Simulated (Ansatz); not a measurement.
C4H4F2 (SMILES C=C(F)C(=C)F) moved off its minimum; all values from Ansatz (an electronic-structure program), cores frozen in correlated methods.
(charge 0, multiplicity 1)
```xyz
10

C      1.8342    -0.0381    -0.0205
C      0.5917    -0.1417     0.4388
F      0.2755    -0.3914     1.6950
C     -0.6326     0.0803    -0.3684
C     -1.8066    -0.0370    -0.0560
F     -0.2962     0.5445    -1.6766
H      2.6624    -0.1815     0.7755
H      2.1722     0.2466    -1.0795
H     -2.0400    -0.2526     0.9648
H     -2.6877     0.1089    -0.6824
```

```csv
level,largest force (eV/Å),on atom,rms difference from CCSD(T)/aug-cc-pVTZ (eV/Å),dipole (D)
HF/def2-TZVPP,9.50,C4,0.522,0.64
PBE/def2-TZVPP,9.45,C4,0.186,0.60
r2SCAN/def2-TZVPP,9.30,C4,0.177,0.62
B3LYP/def2-TZVPP,9.10,C4,0.229,0.61
wB97M-V/def2-TZVPP,9.06,C4,0.291,0.61
MP2/aug-cc-pVTZ,9.74,C4,0.055,0.58
CCSD(T)/aug-cc-pVTZ,9.81,C4,0.000,0.58
```

The differences count from one level among others, with limits of its own. Forces at CCSD(T)/aug-cc-pVTZ (eV/Å):

```csv
atom,Fx,Fy,Fz
C1,2.819,0.185,0.513
C2,-0.910,0.798,-2.007
F3,0.236,-0.404,1.138
C4,8.697,1.680,-4.206
C5,-8.704,-0.700,2.275
F6,-0.314,-0.898,1.627
H7,-1.335,0.191,-1.525
H8,-1.061,-0.592,1.839
H9,-0.011,-0.410,0.482
H10,0.584,0.149,-0.137
```

Doubts at one or more of the structures used: a restricted determinant that unrestricted orbitals would lower (MP2/aug-cc-pVTZ, CCSD(T)/aug-cc-pVTZ).
